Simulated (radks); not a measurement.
Results of a calculation; reference values are marked as such.
Charge is removed step by step from the 2p1/2 level of Rh39+, starting from [He] 2s2 2p(1/2: 2, 3/2: 0). Level of theory: Dirac Kohn-Sham, PBE, spin-unpolarised, spherical densities, finite nucleus; Fermi nuclear charge, rms radius 4.4945 fm (a radial shooting solver on a logarithmic mesh with Libxc functionals).

removed (e),E - E(0) (eV),eigenvalue (eV),E minus straight line (eV)
0,0.000,-5860.5,0.000
0.1,587.06,-5880.8,-9.175
0.2,1176.2,-5901.2,-16.315
0.3,1767.3,-5921.6,-21.417
0.4,2360.5,-5942.0,-24.481
0.5,2955.7,-5962.4,-25.505
0.6,3552.9,-5982.8,-24.489
0.7,4152.2,-6003.2,-21.431
0.8,4753.6,-6023.6,-16.331
0.9,5357.0,-6044.1,-9.187
1,5962.4,-6064.5,0.000

Removing the whole electron costs 5962.4 eV by Delta-SCF, against 5860.5 eV from minus the eigenvalue at the starting occupation. Slater's transition state (half an electron removed) gives 5962.4 eV. Integrating minus the eigenvalue over the occupation (Janak's theorem) gives 5962.4 eV. The mean slope of the eigenvalue, de/dn, is 204 eV per electron. Ionisation energy of Rh39+ in the NIST Atomic Spectra Database: 5940 eV (semi-empirical).

Beside tabulated values, note that spin-unpolarised runs miss the spin-polarisation part of the exchange energy of open shells.
